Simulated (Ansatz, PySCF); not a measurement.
Ge(I)2 cation (GeI₂), SMILES [I][Ge][I] (connectivity only; charge and spin as stated), charge +1, multiplicity 2. Atoms are numbered in the order given.

```xyz
3

Ge     0.0000     0.0000     0.9561
I      0.0000     2.1607    -0.2805
I      0.0000    -2.1607    -0.2805
```
Charge +1, spin multiplicity 2.

The structure is a stationary point at B3LYP-D3(BJ)/def2-SVP. The multiplicity is an assumed one; other spin states were not compared. The isomer is the one that the SMILES or the coordinates give; other isomers of the formula were not compared. The def2 effective core potentials stand for the cores of I; spin–orbit coupling is left out.

Two levels are set side by side: PBE-D3(BJ)/def2-SVP (Ansatz, a first-principles code) and B3LYP-D3(BJ)/def2-SVP (Ansatz). Each level has its own optimised geometry; the coordinates shown are those of the second. Frequencies come from the Hessian of PySCF at each geometry. Differences are taken from unrounded values.

| quantity | B3LYP-D3(BJ) | PBE-D3(BJ) | PBE-D3(BJ) minus B3LYP-D3(BJ) |
|---|---|---|---|
| mean bond length (Å) | 2.490 | 2.488 | -0.001 |
| bond Ge1–I2 (Å) | 2.490 | 2.488 | -0.001 |
| bond Ge1–I3 (Å) | 2.490 | 2.488 | -0.001 |
| highest harmonic wavenumber (cm⁻¹) | 264 | 270 | 6 |
| mean harmonic wavenumber (cm⁻¹) | 176 | 177 | 1 |
| zero-point energy (kcal/mol) | 0.76 | 0.76 | 0.00 |
